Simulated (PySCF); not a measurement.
Ta⁷¹⁺: ionisation energy

Ta⁷¹⁺ 1s2 (1S) → Ta⁷²⁺ 1s1 (2S), as a difference of total energies. Calculation: PySCF 2.14, in an even-tempered Gaussian basis (16 s from 210 bohr⁻², ratio 2.2; 7 p from 320 bohr⁻², ratio 2.4; 4 d from 950 bohr⁻², ratio 2.4; 3 f from 1400 bohr⁻², ratio 2.4; 3 g from 2100 bohr⁻², ratio 2.4); scalar relativity by spin-free X2C-1e. Correlated levels: nothing frozen; virtual orbitals above 40 to 60 times the deepest correlated orbital energy dropped. The calculations carry no spin-orbit coupling.

```
                 method  ionisation energy (eV)  difference from reference (eV)
                    UHF                 77040.7                          +188.7
                    LDA                 76951.7                           +99.7
                    PBE                 77045.2                          +193.2
                   PBE0                 77044.3                          +192.3
                 r2SCAN                 77050.8                          +198.8
                 revPBE                 77056.5                          +204.5
                 PBEsol                 77010.2                          +158.2
    MP2 (all electrons)                 77042.7                          +190.7
SCS-MP2 (all electrons)                 77043.1                          +191.1
```

Reference: 76852 ± 0.17 eV (theoretical estimate listed by NIST; NIST Atomic Spectra Database, ionization energies).

For this ion Breit and QED terms and the two-electron picture change, all absent here, outweigh the differences among the correlated methods.
